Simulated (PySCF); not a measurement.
PySCF job for WOF3, SMILES [O]=[W]([F])([F])[F] (connectivity only; charge and spin as stated), neutral, multiplicity 2, TDA-PBE0/def2-SVPD. The structure is a stationary point at r2SCAN-D4/def2-SVP. The multiplicity is an assumed one; other spin states were not compared. The isomer is the one that the SMILES or the coordinates give; other isomers of the formula were not compared. The def2 effective core potentials stand for the cores of W; spin–orbit coupling is left out.

```python
import numpy as np
from pyscf import gto, scf, dft, tdscf

mol = gto.M(
    atom='''
    W     0.00329369    0.04621693    0.00000000
    O     0.80171919    1.54865789    0.00000001
    F    -0.69822931   -0.01798330    1.71633644
    F     0.65673786   -1.72062411   -0.00000000
    F    -0.69822930   -0.01798329   -1.71633645
    ''',
    basis='def2-SVPD',
    ecp={'W': 'def2-svp'},
    charge=0,
    spin=1,
    max_memory=1600,
    verbose=4,
)
mf = dft.UKS(mol, xc='pbe0').density_fit(auxbasis='def2-universal-jkfit')
mf.grids.level = 3
mf.conv_tol = 1e-9
mf.max_cycle = 100
mf.kernel()
fine, coarse = mf.grids, dft.Grids(mol).set(level=1).build(with_non0tab=True)
for _ in range(3):  # follow internal instabilities
    mf.grids = coarse
    mo, _, stable, _ = mf.stability(return_status=True, nroots=4)
    mf.grids = fine
    if stable:
        break
    mf.kernel(mf.make_rdm1(mo, mf.mo_occ))
mf.grids = dft.Grids(mol).set(level=1).build(with_non0tab=True)  # coarser grid for the response kernel
td = tdscf.TDA(mf)
td.nstates = 10
td.conv_tol = 1e-4
td.positive_eig_threshold = 1e-6
td.kernel(x0=td.get_init_guess(mf, 15))
td.analyze(verbose=3)
```

Log of the run:

```
PySCF version 2.14.0

[INPUT] verbose = 4
[INPUT] num. atoms = 5
[INPUT] num. electrons = 49
[INPUT] charge = 0
[INPUT] spin (= nelec alpha-beta = 2S) = 1
[INPUT] symmetry False subgroup None
[INPUT] Mole.unit = angstrom
[INPUT] Symbol           X                Y                Z      unit          X                Y                Z       unit  Magmom
[INPUT]  1 W      0.003293690000   0.046216930000   0.000000000000 AA    0.006224172039   0.087337340018   0.000000000000 Bohr   0.0
[INPUT]  2 O      0.801719190000   1.548657890000   0.000000010000 AA    1.515029697908   2.926539272747   0.000000018897 Bohr   0.0
[INPUT]  3 F     -0.698229310000  -0.017983300000   1.716336440000 AA   -1.319462168044  -0.033983511816   3.243405809211 Bohr   0.0
[INPUT]  4 F      0.656737860000  -1.720624110000   0.000000000000 AA    1.241054691033  -3.251508331224   0.000000000000 Bohr   0.0
[INPUT]  5 F     -0.698229300000  -0.017983290000  -1.716336450000 AA   -1.319462149147  -0.033983492919  -3.243405828108 Bohr   0.0

nuclear repulsion = 224.719077445802
number of shells = 49
number of NR pGTOs = 192
number of NR cGTOs = 127
basis = def2-SVPD
ecp = {'W': 'def2-svp'}


[settings echo left out]
init E= -428.789835052176
  alpha nocc = 25  HOMO = -0.355535000522625  LUMO = -0.330579695072096
  beta  nocc = 24  HOMO = -0.669713964266939  LUMO = -0.355535000522622

WARN: HOMO -0.355535000522625 >= LUMO -0.355535000522622

cycle= 1 E= -440.981397221011  delta_E= -12.2  |g|= 1.02  |ddm|= 5.21
  alpha nocc = 25  HOMO = -0.227855707604443  LUMO = -0.192063650083176
  beta  nocc = 24  HOMO = -0.286912378505148  LUMO = -0.21515943349236
  HOMO = -0.227855707604  LUMO = -0.215159433492  gap/eV = 0.34548
cycle= 2 E= -436.453651539778  delta_E= 4.53  |g|= 3.33  |ddm|= 2.94
  alpha nocc = 25  HOMO = -0.229060244237026  LUMO = -0.0762976863993536
  beta  nocc = 24  HOMO = -0.371678414071381  LUMO = -0.105637713247738
  HOMO = -0.229060244237  LUMO = -0.105637713248  gap/eV = 3.35850
cycle= 3 E= -441.254193488995  delta_E= -4.8  |g|= 0.563  |ddm|= 2.53
  alpha nocc = 25  HOMO = -0.257200198748667  LUMO = -0.117109365159374
  beta  nocc = 24  HOMO = -0.367651556482332  LUMO = -0.125692366285143
  HOMO = -0.257200198749  LUMO = -0.125692366285  gap/eV = 3.57851
cycle= 4 E= -441.342326652887  delta_E= -0.0881  |g|= 0.301  |ddm|= 0.577
  alpha nocc = 25  HOMO = -0.285131876030942  LUMO = -0.136052065742578
  beta  nocc = 24  HOMO = -0.416970205324537  LUMO = -0.142952415428292
  HOMO = -0.285131876031  LUMO = -0.142952415428  gap/eV = 3.86890
cycle= 5 E= -441.375076218369  delta_E= -0.0327  |g|= 0.051  |ddm|= 0.221
  alpha nocc = 25  HOMO = -0.272452757572637  LUMO = -0.120496593117426
  beta  nocc = 24  HOMO = -0.404190786413124  LUMO = -0.127820898845884
  HOMO = -0.272452757573  LUMO = -0.127820898846  gap/eV = 3.93563
cycle= 6 E= -441.376158028002  delta_E= -0.00108  |g|= 0.0191  |ddm|= 0.0608
  alpha nocc = 25  HOMO = -0.273268451837374  LUMO = -0.120509082285724
  beta  nocc = 24  HOMO = -0.407109190212887  LUMO = -0.127810971283871
  HOMO = -0.273268451837  LUMO = -0.127810971284  gap/eV = 3.95810
cycle= 7 E= -441.376306549539  delta_E= -0.000149  |g|= 0.00534  |ddm|= 0.0146
  alpha nocc = 25  HOMO = -0.273302369123403  LUMO = -0.120346883727503
  beta  nocc = 24  HOMO = -0.407147919417687  LUMO = -0.127666718392492
  HOMO = -0.273302369123  LUMO = -0.127666718392  gap/eV = 3.96295
cycle= 8 E= -441.376317307419  delta_E= -1.08e-05  |g|= 0.00177  |ddm|= 0.00469
  alpha nocc = 25  HOMO = -0.273337718763724  LUMO = -0.120218361733212
  beta  nocc = 24  HOMO = -0.407298000470833  LUMO = -0.127578144180983
  HOMO = -0.273337718764  LUMO = -0.127578144181  gap/eV = 3.96632
cycle= 9 E= -441.376319526984  delta_E= -2.22e-06  |g|= 0.000582  |ddm|= 0.00284
  alpha nocc = 25  HOMO = -0.273397239444872  LUMO = -0.120241177960883
  beta  nocc = 24  HOMO = -0.407342333279651  LUMO = -0.127601794749627
  HOMO = -0.273397239445  LUMO = -0.12760179475  gap/eV = 3.96730
cycle= 10 E= -441.376320112493  delta_E= -5.86e-07  |g|= 0.000277  |ddm|= 0.00168
  alpha nocc = 25  HOMO = -0.273411716338469  LUMO = -0.120184072860639
  beta  nocc = 24  HOMO = -0.407420942340176  LUMO = -0.12756719078094
  HOMO = -0.273411716338  LUMO = -0.127567190781  gap/eV = 3.96863
cycle= 11 E= -441.376320397395  delta_E= -2.85e-07  |g|= 9.4e-05  |ddm|= 0.00186
  alpha nocc = 25  HOMO = -0.273408808495049  LUMO = -0.120170076831753
  beta  nocc = 24  HOMO = -0.407448689015046  LUMO = -0.127558804793574
  HOMO = -0.273408808495  LUMO = -0.127558804794  gap/eV = 3.96878
cycle= 12 E= -441.376320414579  delta_E= -1.72e-08  |g|= 3.27e-05  |ddm|= 0.000398
  alpha nocc = 25  HOMO = -0.273408285265468  LUMO = -0.120171836715711
  beta  nocc = 24  HOMO = -0.407455174723436  LUMO = -0.127562484300301
  HOMO = -0.273408285265  LUMO = -0.1275624843  gap/eV = 3.96867
cycle= 13 E= -441.376320416947  delta_E= -2.37e-09  |g|= 1.44e-05  |ddm|= 0.000113
  alpha nocc = 25  HOMO = -0.273408482305282  LUMO = -0.120172695176615
  beta  nocc = 24  HOMO = -0.407457859531503  LUMO = -0.127563155463406
  HOMO = -0.273408482305  LUMO = -0.127563155463  gap/eV = 3.96865
cycle= 14 E= -441.376320417246  delta_E= -2.99e-10  |g|= 9.38e-06  |ddm|= 4.22e-05
  alpha nocc = 25  HOMO = -0.273406523374877  LUMO = -0.120170288618906
  beta  nocc = 24  HOMO = -0.407457879334268  LUMO = -0.127560603026216
  HOMO = -0.273406523375  LUMO = -0.127560603026  gap/eV = 3.96867
Extra cycle  E= -441.376320417171  delta_E= 7.45e-11  |g|= 1.89e-05  |ddm|= 2.35e-05
converged SCF energy = -441.376320417171  <S^2> = 0.75257964  2S+1 = 2.002578
tot grids = 30016
uhf_internal: lowest eigs of H = [0.07657232 0.18881532 0.19732314 0.28852136]
<class 'pyscf.df.df_jk.DFUKS'> wavefunction is stable in the internal stability analysis
tot grids = 30016
Overwritten attributes  positive_eig_threshold  of <class 'pyscf.tdscf.uks.TDA'>


******** <class 'pyscf.tdscf.uks.TDA'> for <class 'pyscf.df.df_jk.DFUKS'> ********
nstates = 10
deg_eia_thresh = 1.000e-03
wfnsym = None
conv_tol = 0.0001
eigh lindep = 1e-12
eigh level_shift = 0
eigh max_cycle = 100


Excitation energies (eV)
[1.17889145 2.66454254 2.87145248 4.77439917 5.30334903 5.54452188
 5.57511819 5.64321872 5.67496725 5.81223475]

** Excitation energies and oscillator strengths **
Excited State   1:      1.17889 eV   1051.70 nm  f=0.0003
Excited State   2:      2.66454 eV    465.31 nm  f=0.0000
Excited State   3:      2.87145 eV    431.78 nm  f=0.0001
Excited State   4:      4.77440 eV    259.69 nm  f=0.0093
Excited State   5:      5.30335 eV    233.78 nm  f=0.0001
Excited State   6:      5.54452 eV    223.62 nm  f=0.0045
Excited State   7:      5.57512 eV    222.39 nm  f=0.0003
Excited State   8:      5.64322 eV    219.70 nm  f=0.0322
Excited State   9:      5.67497 eV    218.48 nm  f=0.0001
Excited State  10:      5.81223 eV    213.32 nm  f=0.0062
```

The run converged.
